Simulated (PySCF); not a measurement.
**How methods differ on the excitation energy of C**

C [He] 2s2 2p2 (3P) → C [He] 2s2 2p1 3s1 (3P), as a difference of total energies. Computed with PySCF 2.14 in dyall-av3z (15s9p3d2f, 71 functions), with the non-relativistic Hamiltonian (point nucleus). Correlated levels: valence: 1s2 frozen; virtual orbitals above 40 to 60 times the deepest correlated orbital energy dropped. The calculations carry no spin-orbit coupling.

```tsv
method	excitation energy (eV)
UHF	7.416
MP2 (valence)	7.698
SCS-MP2 (valence)	7.596
CCSD (valence)	7.531
CCSD(T) (valence)	7.534
```

Q: How much does correlation contribute at CCSD(T) (valence)?

A: 7.534 − (7.416) = 0.118 eV, measured against UHF.

Errors of the correlated levels include the incompleteness of this basis and the frozen core.

The promoted electron is Rydberg-like, and one or two diffuse shells describe it only roughly, which tends to raise the upper state.

For comparison: 7.482 eV (measured; NIST levels, between the centres of gravity of the two terms).
